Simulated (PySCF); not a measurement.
C3H9SiTe (SMILES C[Si](C)(C)[Te]), doublet, at a GFN2-xTB geometry (all electrons, no relativity). Base run: M06/STO-3G (PySCF).

Here is a job for PySCF.
```python
from pyscf import gto, scf, dft

mol = gto.Mole()
mol.atom = '''
    C    -0.846379    1.446869   -1.948751
    Si   -0.393815   -0.202572   -1.110081
    C     0.961802   -1.067468   -2.131401
    C    -1.937952   -1.316879   -1.057162
    Te    0.428997    0.220669    1.209250
    H    -1.207469    1.288319   -2.960275
    H    -1.624126    1.965299   -1.396455
    H     0.014400    2.106231   -2.003461
    H     1.856931   -0.455871   -2.189580
    H     1.240130   -2.017546   -1.685781
    H     0.626831   -1.262337   -3.145563
    H    -2.314810   -1.515352   -2.055806
    H    -1.714710   -2.271695   -0.591135
    H    -2.736435   -0.850952   -0.487928
'''
mol.basis = 'sto-3g'
mol.charge = 0
mol.spin = 1
mol.verbose = 4
mol.build()

mf = dft.UKS(mol)
mf.xc = 'm06'
mf.kernel()
mf.analyze()
```

The base run was repeated with changes; each row names its change, and settings that it needs were set with it.

```
change                                ΔE vs base (mEh)  grid points  electrons on the grid        outcome
------------------------------------  ----------------  -----------  ---------------------  -------------
base                                             0.000       171768               92.99999      converged
grids.atom_grid = (50, 194)                    -71.091        92216               92.99992      converged
grids.level = 0                                      -            -                      -  not converged
grids.becke_scheme = stratmann                  -0.014       171768               93.00000      converged
grids.radi_method = delley                       3.217       182264               92.99999      converged
grids.level = 4                                 -0.138       287704               93.00000      converged
grids.prune = dft.gen_grid.sg1_prune                 -            -                      -  input refused
grids.atom_grid = (75, 302)                     -0.552       202872               92.99999      converged
grids.prune = off                               -0.002       279800               92.99999      converged
grids.level = 1                                  4.038        52232               92.99994      converged
grids.atom_grid = (99, 590)                     -0.480       451792               93.00000      converged
```

Open shells are given as the SCF converged; they aren't shown to be the lowest states, and a large step between rows can be another state.

- grids.prune = dft.gen_grid.sg1_prune: ended with `IndexError: index 52 is out of bounds for axis 0 with size 19`
